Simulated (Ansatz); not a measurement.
Reaction (redistribution): `CNB(F)[SiH3]` + `FB(F)F` → `FB(F)[SiH3]` + `CNB(F)F`

Gas-phase electronic energies from Ansatz, PBE0-D4/def2-TZVP geometries. CBS: MP2 limit from def2 TZ/QZ plus the TZ coupled-cluster correction, frozen cores. This one scheme is used for every species. Functionals use def2-TZVPP. B3LYP here is the variant with VWN-RPA as its local correlation; programs differ in this. One conformer a species, not always the lowest.

```csv
level,ΔE (eV)
r2SCAN-D4,0.01
PBE0-D4,0.02
ωB97M-V,-0.01
B2PLYP,-0.01
PBE,0.00
B3LYP,-0.04
MP2/def2-TZVPP,0.04
HF/def2-QZVPP,-0.08
```

(1) What does CCSD(T)/CBS give? (Estimate.)

Largest T1 diagnostic among the species: 0.014.

Answers

(1) Computed: +0.01 eV. The listed levels differ from it by 0.00, 0.01, -0.02, -0.02, -0.01, -0.05, 0.03, -0.09 eV.

In def2-TZVPP, CCSD(T) changes the Hartree–Fock value by +0.10 eV (the triples alone add +0.02 eV) and MP2 by +0.11 eV. The D4 term adds +0.04 eV with B3LYP and +0.02 eV with PBE0; it sums over pairs of atoms, weighted by their polarisabilities, and B3LYP, whose exchange is more repulsive, gets the larger term.
